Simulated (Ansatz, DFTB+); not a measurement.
Species: CH₂NO, charge 1, multiplicity 1. SMILES: C(=O)=[NH2+]

Atoms: N1, C2, O3, H4, H5. Bonds: N1-C2, N1-H4, N1-H5, C2-O3.

Bond lengths (Å) and angles (degrees) optimised at SCC-DFTB with DFTB+; HF/STO-3G with Ansatz (a quantum-chemistry and plane-wave program); HF/3-21G with Ansatz; PBE/6-31G* with Ansatz; B3LYP/LANL2DZ with Ansatz; MP2/6-31G* with Ansatz, each started from the B3LYP-D3(BJ)/def2-TZVP structure (Ansatz) of the last column. A row stands for all coordinates that are equal there. 6-31G* holds six Cartesian d functions. No wavenumbers were computed at SCC-DFTB, HF/STO-3G, PBE/6-31G*, B3LYP/LANL2DZ, MP2/6-31G*, so these may be saddle points.

```tsv
coordinate	SCC-DFTB	HF/STO-3G	HF/3-21G	PBE/6-31G*	B3LYP/LANL2DZ	MP2/6-31G*	B3LYP-D3(BJ)/def2-TZVP
N1-C2	1.297	1.308	1.260	1.280	1.285	1.280	1.268
N1-H4	1.035	1.034	1.016	1.032	1.027	1.025	1.021
C2-O3	1.120	1.157	1.123	1.150	1.160	1.151	1.126
N1-C2-O3	180.0	180.0	180.0	180.0	180.0	180.0	180.0
C2-N1-H4	120.7	120.0	121.2	120.6	121.0	120.4	120.4
H4-N1-H5	118.5	120.0	117.6	118.7	117.9	119.2	119.2
```

Mean signed difference of all 4 bond lengths from B3LYP-D3(BJ)/def2-TZVP: SCC-DFTB 0.013 Å, HF/STO-3G 0.025 Å, HF/3-21G -0.005 Å, PBE/6-31G* 0.015 Å, B3LYP/LANL2DZ 0.016 Å, MP2/6-31G* 0.011 Å.
